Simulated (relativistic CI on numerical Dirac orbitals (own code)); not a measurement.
Sc2+ in a cubic cluster: 2p photoemission with charge transfer

Computed with a charge-transfer multiplet model of a cubic metal-ligand cluster with up to 2 ligand holes, Slater and spin-orbit integrals from Dirac-Coulomb-Breit ions, Slater integrals scaled by 0.7. The ground state mixes d1 with configurations of k ligand holes L, whose averages lie at kΔ + k(k − 1)U_dd/2; a core hole lowers each added d electron by U_cd. 300 K, Lorentzian 0.6 eV and Gaussian 0.8 eV FWHM.

Atomic integrals in eV (Slater integrals scaled, ζ unscaled), ground: F2dd 4.121, F4dd 2.525, zeta_d 0.008; with the core hole: F2dd 4.121, F4dd 2.525, zeta_d 0.020, zeta_core 3.005, F2cd 3.598, G1cd 2.586, G3cd 1.465. Where a configuration has fewer than two d electrons, the dd integrals are those of d2.

Cluster parameters (eV): Δ = 7.1, U_dd = 4.5, U_cd = 5.8, 10Dq = 0.25, 10Dq(ligand) = 0.5, final-state hopping factor = 0.8.

```csv
Case,n_d,d1,d2L,d3L2,S
"V(eg) = 3 eV, V(t2g) = -1.5 eV",1.45,0.60,0.35,0.05,0.50
"V(eg) = 3.6 eV, V(t2g) = -1.8 eV",1.54,0.53,0.40,0.07,0.50
"V(eg) = 3.9 eV, V(t2g) = -1.95 eV",1.57,0.51,0.41,0.08,0.50
```

Weights, n_d and S are thermal averages at 300 K. Binding energies count from the first peak over 30 % of the highest in each spectrum, which can be another peak from case to case. The parameters are a model scan and need not match a compound or its usual spin state. Peaks in eV (height, largest 100):
- V(eg) = 3 eV, V(t2g) = -1.5 eV: 0.0 (100), 4.6 (47), 9.4 (9)
- V(eg) = 3.6 eV, V(t2g) = -1.8 eV: 0.0 (100), 4.6 (50), 11.1 (6)
- V(eg) = 3.9 eV, V(t2g) = -1.95 eV: 0.0 (100), 4.5 (52), 11.9 (5)

Curve for V(eg) = 3.6 eV, V(t2g) = -1.8 eV (points under 2 left out, the grid thinned):

```csv
E (eV),Intensity
-3.1,2.1
-2.8,2.6
-2.4,3.5
-2.1,4.7
-1.7,7.6
-1.4,12.4
-1.0,27.8
-0.7,50.4
-0.3,86.7
0.0,100.0
0.4,84.9
0.7,60.8
1.1,33.5
1.4,21.0
1.8,13.6
2.1,11.7
2.5,9.4
2.8,7.9
3.2,8.3
3.5,12.1
3.9,25.7
4.2,41.0
4.5,50.2
4.9,42.9
5.2,30.7
5.6,17.9
5.9,13.3
6.3,10.6
6.6,9.0
7.0,6.8
7.3,5.4
7.7,4.0
8.0,3.1
8.4,2.3
10.0,2.5
10.4,4.1
10.7,5.5
11.1,6.2
11.4,5.6
11.8,4.1
12.1,3.0
15.3,2.2
15.6,3.1
16.0,3.1
16.3,2.2
```

For the case V(eg) = 3 eV, V(t2g) = -1.5 eV, Δ = 7.1 eV is larger than U_dd = 4.5 eV, the Mott-Hubbard side of the Zaanen-Sawatzky-Allen scheme. With the core hole the average of the configuration with one ligand hole lies at Δ − U_cd = 1.3 eV before mixing: the effective hopping of about 5.3 eV (from the holes of the mixed ground state) is comparable with this gap or larger, so the configurations mix strongly.
